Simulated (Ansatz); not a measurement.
Born–Oppenheimer molecular dynamics of CH₈BNO₃ (14 atoms, charge 0, multiplicity 1). It starts at the highest image of a converged band. Of that band: Beside the main top the profile has a ripple of under 15 meV (maxima at images 5, 8), which may be a very shallow well or noise. Neighbouring images differ by up to 1.6 eV, so the band resolves the path poorly. A vibrational analysis at the climbing image gives one clearly imaginary mode, 1762i cm⁻¹: a first-order saddle point.

The calculation used RHF/cc-pVDZ (Ansatz 0.2.0).

```yaml
ensemble: NVE (velocity Verlet)
time_step: 0.5 fs
steps_asked: 200
starting_velocities_drawn_for: 100 K
seed: 9795
```

Frames 5 fs apart, positions in Å, forces in eV/Å.

Velocities at 25.0 fs (Å/ps):

```
B -10.00 -6.13 14.63
N -6.59 2.76 8.08
C -0.51 -2.86 -0.18
O 2.62 2.26 -0.68
O 2.63 1.36 -0.64
H 30.03 -13.80 -28.77
O 7.77 3.31 -13.62
H -5.28 1.08 7.18
H 0.89 -0.62 1.33
H 0.60 -5.41 8.10
H -5.47 -2.58 -9.17
H 1.00 -1.72 16.44
H 3.99 -17.87 -1.89
H -27.29 -7.57 -23.14
```

```xyz
14
Properties=species:S:1:pos:R:3:forces:R:3 time_fs=25.0 energy_less_start_eV=-0.580 T=474
B -0.598 0.315 -0.380 -1.00 0.23 0.00
N 0.365 0.326 0.739 -1.10 0.33 0.01
C 0.576 -0.909 1.433 0.70 -0.61 0.67
O -1.245 -0.839 -0.888 0.19 1.04 0.54
O -1.330 1.500 -0.608 0.32 -0.53 0.24
H 1.648 0.601 -1.123 -0.78 -0.04 -0.11
O 0.838 0.467 -1.621 1.27 0.31 -1.32
H 0.100 1.073 1.361 0.26 -0.21 0.09
H 0.757 -1.736 0.736 -0.11 0.21 -0.03
H -0.259 -1.215 2.073 -0.02 -0.06 0.06
H 1.487 -0.862 2.056 -0.36 0.04 -0.06
H -0.631 -1.466 -1.202 0.39 -0.66 -0.15
H -2.134 1.293 -1.070 0.32 0.05 0.09
H 0.755 1.222 -2.192 -0.08 -0.10 -0.01
14
Properties=species:S:1:pos:R:3:forces:R:3 time_fs=30.0 energy_less_start_eV=-0.690 T=545
B -0.655 0.293 -0.307 0.00 1.48 0.00
N 0.323 0.338 0.777 -0.96 -0.93 -0.20
C 0.575 -0.927 1.439 -0.09 0.22 0.54
O -1.230 -0.824 -0.888 0.54 -0.67 0.04
O -1.315 1.500 -0.609 0.32 -1.01 0.56
H 1.716 0.566 -1.297 0.92 0.83 0.28
O 0.883 0.483 -1.698 -1.01 -1.05 -1.49
H 0.098 1.072 1.421 0.14 0.01 0.10
H 0.748 -1.727 0.723 -0.05 0.00 -0.19
H -0.241 -1.246 2.103 0.06 -0.08 -0.11
H 1.472 -0.868 2.040 0.37 0.02 0.30
H -0.609 -1.514 -1.119 -0.50 0.54 0.34
H -2.087 1.228 -1.074 -0.35 0.33 -0.31
H 0.649 1.181 -2.289 0.63 0.32 0.13
14
Properties=species:S:1:pos:R:3:forces:R:3 time_fs=35.0 energy_less_start_eV=-0.928 T=698
B -0.714 0.299 -0.236 0.42 0.65 -0.51
N 0.265 0.336 0.815 -0.39 -1.29 0.74
C 0.576 -0.942 1.455 0.42 0.43 0.12
O -1.211 -0.812 -0.885 -0.27 -0.03 0.38
O -1.299 1.487 -0.603 -0.89 -0.17 0.21
H 1.814 0.683 -1.479 -0.91 0.03 -0.25
O 0.927 0.486 -1.793 1.33 0.05 -0.70
H 0.130 1.063 1.493 0.01 0.08 -0.22
H 0.728 -1.705 0.683 0.14 0.10 0.27
H -0.218 -1.298 2.119 -0.06 -0.09 0.03
H 1.498 -0.871 2.063 -0.32 -0.05 -0.37
H -0.621 -1.535 -0.989 0.12 -0.07 0.13
H -2.062 1.248 -1.119 0.24 0.43 -0.01
H 0.668 1.202 -2.360 0.17 -0.06 0.18
14
Properties=species:S:1:pos:R:3:forces:R:3 time_fs=40.0 energy_less_start_eV=-1.008 T=750
B -0.764 0.318 -0.176 0.52 -1.23 -1.14
N 0.200 0.314 0.863 -0.05 -0.59 1.02
C 0.580 -0.949 1.474 -0.78 0.14 -0.19
O -1.195 -0.801 -0.877 -0.32 0.32 0.62
O -1.294 1.473 -0.594 -1.03 1.74 0.23
H 1.835 0.832 -1.666 0.19 -0.58 0.52
O 0.983 0.488 -1.900 1.13 0.71 -0.75
H 0.168 1.072 1.519 -0.01 0.00 -0.25
H 0.740 -1.674 0.684 0.22 -0.26 -0.05
H -0.199 -1.365 2.134 0.19 0.07 -0.02
H 1.496 -0.878 2.037 0.43 0.18 0.22
H -0.628 -1.545 -0.829 0.17 -0.27 0.08
H -2.017 1.351 -1.190 0.16 -0.11 -0.03
H 0.704 1.230 -2.415 -0.84 -0.12 -0.26
14
Properties=species:S:1:pos:R:3:forces:R:3 time_fs=45.0 energy_less_start_eV=-1.166 T=852
B -0.803 0.314 -0.140 0.59 -0.73 -1.04
N 0.132 0.281 0.927 -0.53 0.11 -0.12
C 0.577 -0.954 1.490 0.91 -0.55 0.20
O -1.181 -0.791 -0.860 0.28 -1.06 0.69
O -1.303 1.482 -0.580 -0.35 1.71 0.60
H 1.875 0.868 -1.757 0.43 0.31 0.18
O 1.054 0.500 -2.020 -0.33 0.04 -0.76
H 0.205 1.091 1.502 0.07 0.04 0.14
H 0.795 -1.680 0.693 -0.05 0.17 0.16
H -0.149 -1.425 2.156 -0.02 -0.05 0.22
H 1.538 -0.852 2.032 -0.55 0.13 -0.14
H -0.645 -1.556 -0.653 -0.61 0.59 -0.32
H -1.939 1.432 -1.269 -0.10 -0.38 -0.14
H 0.602 1.199 -2.487 0.24 -0.34 0.33
14
Properties=species:S:1:pos:R:3:forces:R:3 time_fs=50.0 energy_less_start_eV=-1.215 T=884
B -0.828 0.297 -0.125 0.58 1.43 -0.05
N 0.057 0.250 0.990 -0.69 0.57 -0.47
C 0.585 -0.969 1.510 -0.10 -0.35 0.52
O -1.168 -0.790 -0.835 -0.75 -0.55 -0.31
O -1.319 1.515 -0.560 -0.09 -0.05 0.09
H 1.927 0.934 -1.824 -1.03 0.21 -0.46
O 1.128 0.513 -2.147 0.84 -0.66 0.13
H 0.254 1.095 1.493 -0.07 -0.35 -0.08
H 0.845 -1.668 0.720 -0.07 -0.12 -0.23
H -0.092 -1.486 2.213 0.15 0.10 -0.15
H 1.513 -0.790 2.025 0.46 0.12 0.40
H -0.723 -1.548 -0.521 0.16 -0.68 -0.06
H -1.849 1.435 -1.346 0.18 -0.13 0.45
H 0.518 1.135 -2.512 0.42 0.48 0.23
14
Properties=species:S:1:pos:R:3:forces:R:3 time_fs=55.0 energy_less_start_eV=-1.273 T=921
B -0.841 0.307 -0.112 0.21 1.09 0.47
N -0.030 0.226 1.046 0.05 -0.28 -0.02
C 0.596 -0.989 1.539 0.73 0.58 0.06
O -1.163 -0.801 -0.811 -0.61 -0.48 -0.43
O -1.335 1.548 -0.535 0.63 -1.18 0.16
H 1.876 1.087 -1.941 0.47 -0.02 0.22
O 1.206 0.516 -2.277 -0.04 0.24 -0.15
H 0.293 1.056 1.486 -0.13 0.23 0.08
H 0.877 -1.664 0.718 -0.03 0.16 0.23
H -0.017 -1.537 2.253 -0.22 -0.10 0.05
H 1.530 -0.716 2.071 -0.43 -0.29 -0.34
H -0.816 -1.596 -0.441 -0.03 0.04 -0.17
H -1.754 1.405 -1.370 -0.30 0.19 -0.05
H 0.529 1.142 -2.485 -0.30 -0.17 -0.10
14
Properties=species:S:1:pos:R:3:forces:R:3 time_fs=60.0 energy_less_start_eV=-1.130 T=829
B -0.850 0.337 -0.090 -0.41 -1.30 0.20
N -0.115 0.200 1.102 1.21 0.13 0.72
C 0.615 -0.999 1.570 -1.29 0.58 -0.28
O -1.167 -0.818 -0.794 -0.33 0.46 -0.10
O -1.343 1.565 -0.511 0.72 -1.10 -0.26
H 1.868 1.190 -2.050 0.52 -0.52 0.01
O 1.286 0.527 -2.407 -0.54 1.50 0.23
H 0.288 1.035 1.483 -0.36 -0.01 0.04
H 0.905 -1.641 0.744 0.10 -0.11 -0.18
H 0.026 -1.595 2.286 0.06 0.19 -0.24
H 1.507 -0.685 2.078 0.56 0.11 0.24
H -0.915 -1.645 -0.394 -0.04 0.72 -0.21
H -1.712 1.419 -1.371 -0.33 0.27 0.06
H 0.511 1.091 -2.468 0.11 -0.92 -0.24
14
Properties=species:S:1:pos:R:3:forces:R:3 time_fs=65.0 energy_less_start_eV=-1.129 T=828
B -0.867 0.342 -0.064 -0.65 -2.10 0.15
N -0.181 0.176 1.168 1.07 0.39 0.02
C 0.618 -0.996 1.595 0.17 0.79 -0.47
O -1.177 -0.823 -0.781 -0.43 2.10 -0.61
O -1.340 1.565 -0.490 0.62 -0.69 -0.35
H 1.957 1.194 -2.151 -0.71 -0.14 -0.18
O 1.361 0.554 -2.534 0.65 -0.18 0.03
H 0.215 1.030 1.503 -0.15 0.05 0.35
H 0.947 -1.623 0.752 -0.17 0.25 0.10
H 0.067 -1.628 2.285 -0.15 -0.09 0.20
H 1.542 -0.655 2.103 -0.59 -0.17 -0.23
H -0.992 -1.627 -0.353 0.31 -0.57 0.43
H -1.741 1.492 -1.349 -0.07 0.02 0.40
H 0.481 0.890 -2.499 0.11 0.34 0.16
14
Properties=species:S:1:pos:R:3:forces:R:3 time_fs=70.0 energy_less_start_eV=-1.197 T=872
B -0.898 0.304 -0.033 -0.38 -0.05 0.58
N -0.229 0.158 1.234 0.38 0.49 -0.92
C 0.616 -0.980 1.613 -1.02 0.04 0.02
O -1.192 -0.807 -0.773 -0.10 -0.18 0.01
O -1.326 1.554 -0.471 0.93 -0.71 0.68
H 1.965 1.223 -2.247 -0.04 0.81 0.55
O 1.438 0.578 -2.664 -0.29 -1.19 -0.76
H 0.101 1.030 1.597 -0.09 -0.06 0.27
H 0.958 -1.564 0.761 -0.10 -0.03 -0.27
H 0.091 -1.660 2.305 0.15 0.18 -0.20
H 1.505 -0.640 2.109 0.47 0.28 0.36
H -1.029 -1.610 -0.288 -0.03 0.35 -0.43
H -1.807 1.565 -1.279 -0.19 -0.30 -0.15
H 0.518 0.729 -2.503 0.32 0.38 0.25
14
Properties=species:S:1:pos:R:3:forces:R:3 time_fs=75.0 energy_less_start_eV=-1.222 T=888
B -0.937 0.266 0.011 0.14 1.93 0.86
N -0.271 0.148 1.286 -0.11 0.38 -0.98
C 0.602 -0.961 1.630 0.58 0.38 0.12
O -1.210 -0.789 -0.768 -0.15 -1.12 -0.13
O -1.301 1.534 -0.446 0.34 -0.52 0.44
H 1.895 1.322 -2.300 0.13 -0.61 -0.58
O 1.516 0.592 -2.798 -0.53 1.03 1.13
H -0.041 1.010 1.749 -0.18 -0.24 -0.12
H 0.943 -1.498 0.733 -0.05 0.10 0.23
H 0.130 -1.672 2.301 -0.18 -0.22 0.13
H 1.507 -0.591 2.155 -0.46 -0.20 -0.38
H -1.059 -1.586 -0.277 -0.07 -0.11 -0.46
H -1.888 1.571 -1.190 0.20 -0.37 0.23
H 0.620 0.637 -2.460 0.34 -0.43 -0.50
14
Properties=species:S:1:pos:R:3:forces:R:3 time_fs=80.0 energy_less_start_eV=-1.274 T=922
B -0.973 0.264 0.071 0.50 0.48 -0.08
N -0.314 0.144 1.321 -0.07 -0.23 -0.31
C 0.592 -0.936 1.650 -0.80 -0.43 0.08
O -1.230 -0.784 -0.765 -0.11 0.16 -0.04
O -1.270 1.506 -0.412 -0.44 0.37 0.26
H 1.877 1.370 -2.426 0.35 0.03 -0.23
O 1.588 0.615 -2.921 -0.14 0.36 0.49
H -0.218 0.957 1.888 -0.04 0.13 -0.05
H 0.921 -1.422 0.736 0.16 -0.19 -0.07
H 0.145 -1.707 2.305 0.07 0.27 -0.20
H 1.464 -0.562 2.153 0.56 0.23 0.26
H -1.099 -1.610 -0.348 0.05 -0.70 0.11
H -1.946 1.497 -1.076 0.21 -0.08 -0.02
H 0.752 0.464 -2.506 -0.29 -0.41 -0.21
```

Of the whole run (100 fs, mean temperature of the second half 841 K): The conserved energy stayed within 0.055 meV per atom of its start (net change 0.025 meV per atom), so the integration is sound. The system heated up, since it started high on the potential surface and ran downhill. A run of 0.1 ps of so small a system gives no equilibrium averages. The orbitals stay closed-shell, which can raise the energy where a bond breaks towards radicals; this wasn't checked here.

Run time: 6.8 min on 2 threads of Arm Neoverse V1, on a shared host, peak memory 0.27 GiB.
